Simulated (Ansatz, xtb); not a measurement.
C6H6O2: which of two isomers lies lower

Structure a is `CC(=O)/C=C/C=C=O`, a singlet and structure b is `CC(=O)/C=C\C=C=O`, a singlet. Both are isolated molecules in the gas phase, relaxed with B3LYP/def2-SVP; the shapes shown needn't be the lowest conformers.

a (Å):

```xyz
14

C     1.9827   -0.5202   -1.1915
C     0.5506   -0.1277   -0.8737
C     0.2100    0.0019    0.5647
C    -1.0426    0.3484    0.9424
C    -1.4928    0.5058    2.3063
C    -2.7403    0.8496    2.6291
O    -0.2672    0.0679   -1.7566
O    -3.8209    1.1478    2.9252
H     2.6857    0.2214   -0.7757
H     2.1168   -0.5873   -2.2788
H     2.2282   -1.4899   -0.7263
H     0.9908   -0.1879    1.3082
H    -1.7633    0.5202    0.1348
H    -0.8150    0.3462    3.1514
```

b (Å):

```xyz
14

C     1.9044   -0.0931    1.1113
C     0.6650   -0.5300    0.3495
C     0.8061   -0.6358   -1.1151
C    -0.1839   -1.0105   -1.9707
C    -1.5293   -1.3656   -1.5897
C    -2.4745   -1.7280   -2.4536
O    -0.3784   -0.7747    0.9438
O    -3.3178   -2.0474   -3.1836
H     1.6805   -0.0452    2.1848
H     2.7329   -0.8003    0.9367
H     2.2461    0.8948    0.7588
H     1.7839   -0.3932   -1.5393
H     0.0550   -1.0482   -3.0388
H    -1.7946   -1.3352   -0.5255
```

Q: Which of the two would you expect CCSD(T)/def2-SVP + ΔMP2/def2-TZVPP electronic energies to favour?

A: CCSD(T)/def2-SVP + ΔMP2/def2-TZVPP gives E(b) − E(a) = −0.54 kcal/mol, slightly favouring structure b, which is too small a margin to settle the true order.

Level by level:

```json
{"level": "GFN2-xTB", "geometry": "GFN2-xTB", "E(b) − E(a) (kcal/mol)": "−1.26", "departure from the last row (kcal/mol)": "−0.72", "job, with rough time for the two": "optimisation, 1 s"}
{"level": "HF/STO-3G", "geometry": "GFN2-xTB", "E(b) − E(a) (kcal/mol)": "+2.40", "departure from the last row (kcal/mol)": "+2.94", "job, with rough time for the two": "single point, 1.8 s"}
{"level": "r2SCAN-D4/def2-SVP", "geometry": "GFN2-xTB", "E(b) − E(a) (kcal/mol)": "−2.20", "departure from the last row (kcal/mol)": "−1.67", "job, with rough time for the two": "single point, 11 s"}
{"level": "B3LYP/def2-SVP", "geometry": "B3LYP/def2-SVP", "E(b) − E(a) (kcal/mol)": "−1.26", "departure from the last row (kcal/mol)": "−0.72", "job, with rough time for the two": "optimisation, 3.9 min"}
{"level": "HF/def2-SVP", "geometry": "B3LYP/def2-SVP", "E(b) − E(a) (kcal/mol)": "+0.84", "departure from the last row (kcal/mol)": "+1.38", "job, with rough time for the two": "part of the CCSD(T) run"}
{"level": "MP2/def2-SVP", "geometry": "B3LYP/def2-SVP", "E(b) − E(a) (kcal/mol)": "−0.69", "departure from the last row (kcal/mol)": "−0.15", "job, with rough time for the two": "part of the CCSD(T) run"}
{"level": "CCSD(T)/def2-SVP", "geometry": "B3LYP/def2-SVP", "E(b) − E(a) (kcal/mol)": "−0.45", "departure from the last row (kcal/mol)": "+0.08", "job, with rough time for the two": "single point"}
{"level": "CCSD(T)/def2-SVP + ΔMP2/def2-TZVPP", "geometry": "B3LYP/def2-SVP", "E(b) − E(a) (kcal/mol)": "−0.54", "departure from the last row (kcal/mol)": "", "job, with rough time for the two": "single point, 4.9 min"}
```

As drawn, both hold the same kinds of bond in the same numbers.

The largest departure from CCSD(T)/def2-SVP + ΔMP2/def2-TZVPP is that of HF/STO-3G, 2.94 kcal/mol. The last row adds to CCSD(T) the change of the MP2 difference between the two basis sets, here −0.08 kcal/mol.

With thermal terms from frequencies at re-optimised GFN2-xTB minima (ideal gas, soft modes damped towards free rotors, one conformer each, 298.15 K, 1 atm): on the last row, ΔE + ΔZPE = −0.48, ΔH = −0.66, ΔG = −0.21 kcal/mol.

The correlated steps freeze 8 core orbitals. Programs: Ansatz 0.2.0, xtb 6.7.1; the last row on 2 threads of Intel(R) Xeon(R) Processor @ 2.50GHz (Skylake/Cascade Lake) on a shared host.
